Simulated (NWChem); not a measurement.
# C2H6Si2; SMILES C1=C[SiH2][SiH2]1

```xyz
10

C      0.6780     0.0000     1.2896
C     -0.6780     0.0000     1.2896
Si    -1.1712     0.0000    -0.5364
Si     1.1712     0.0000    -0.5364
H      1.2790     0.0000     2.2093
H     -1.2790     0.0000     2.2093
H     -1.9216     1.2095    -0.9997
H     -1.9216    -1.2095    -0.9997
H      1.9216    -1.2095    -0.9997
H      1.9216     1.2095    -0.9997
```
Atoms are numbered in this order, from 1.

Computed with NWChem. Pople sets run with spherical d functions. STO-3G and 3-21G are far too small for this property and stand as cheap habits. The geometry was optimised at PBE0/def2-SVP. GIAO values for the isolated, static molecule; σ is the absolute isotropic shielding, δ = σ(reference) − σ with the isolated reference molecule computed at the same levels (13C: tetramethylsilane, 1H: tetramethylsilane, 29Si: tetramethylsilane).

| level | δ C1 (ppm) | δ Si3 (ppm) | δ H5 (ppm) | δ H7 (ppm) |
|---|---|---|---|---|
| LDA (Slater exchange, VWN5)/pcSseg-1 | 176.9 | -56.7 | 7.44 | 5.12 |
| Hartree-Fock/STO-3G | [?] | [?] | [?] | [?] |
| KT2/pcSseg-1 | 158.3 | -49.9 | 7.16 | 4.90 |
| B3LYP/6-31G* | 152.8 | -22.1 | 6.97 | 4.81 |

**Question.** Fill in the missing entries.

**Answer.** 
- Hartree-Fock/STO-3G, δ C1 (ppm): 144.8
- Hartree-Fock/STO-3G, δ Si3 (ppm): -17.0
- Hartree-Fock/STO-3G, δ H5 (ppm): 6.57
- Hartree-Fock/STO-3G, δ H7 (ppm): 2.08
